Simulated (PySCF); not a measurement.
Computed IR spectrum (relative IR intensity) of a molecule CH8FNOSi2. Geometry: PBE-D3(BJ)/def2-SVP. Other conformers were not sampled. These are PBE-D3(BJ)/def2-SVP in PySCF values and carry that method's errors. Frequencies are harmonic and unscaled.

Lines under 2 % of the strongest are left out, and lines within 2 cm⁻¹ are merged.

```tsv
ν (cm⁻¹)	relative intensity
183	2.5
218	5.9
322	25
461	21
529	3.8
569	12
612	2.8
691	5.8
717	11
767	12
798	25
821	26
866	100
881	11
904	20
925	33
929	20
941	20
1011	17
1158	74
2144	31
2154	19
2170	37
2203	35
2949	6.2
3011	5.7
3473	9.5
3756	13
```

Task: Which structure fits?
A) CN([SiH2]O)[SiH2]F
B) O[SiH2]N[SiH2]CF
C) N[Si@H](CF)O[SiH3]
D) CN([SiH3])[Si@@H](O)F

Result: B, O[SiH2]N[SiH2]CF
